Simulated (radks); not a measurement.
The numbers below are computed, except where a source is named.
All-electron atom: Eu+ in [Xe] 4f7 6s1 (the NIST ground configuration). Code: a radial shooting solver on a logarithmic mesh with Libxc functionals. Model: Dirac Kohn-Sham, exchange-only B88, spin-unpolarised, spherical densities, point nucleus; open shells fill j = l - 1/2 first.

Spin-orbit splittings of the eigenvalues, e(l+1/2) - e(l-1/2), with zeta = 2 splitting/(2l+1) and mean radii in bohr:

| shell | occ. | splitting (eV) | zeta (eV) | <r> j=l-1/2 | <r> j=l+1/2 |
|---|---|---|---|---|---|
| 2p | 6 | 648.3 | 432.2 | 0.07906 | 0.08579 |
| 3p | 6 | 132.1 | 88.09 | 0.2388 | 0.2517 |
| 3d | 10 | 28.75 | 11.50 | 0.2236 | 0.2276 |
| 4p | 6 | 29.17 | 19.45 | 0.5792 | 0.6086 |
| 4d | 10 | ? | ? | 0.6485 | 0.6590 |
| 4f | 7 | 0.6122 | 0.1749 | 0.9682 | 0.9892 |
| 5p | 6 | 3.792 | 2.528 | 1.564 | 1.664 |

Estimate the 4d splitting.

Answer. 5.230 eV (zeta = 2.092 eV).
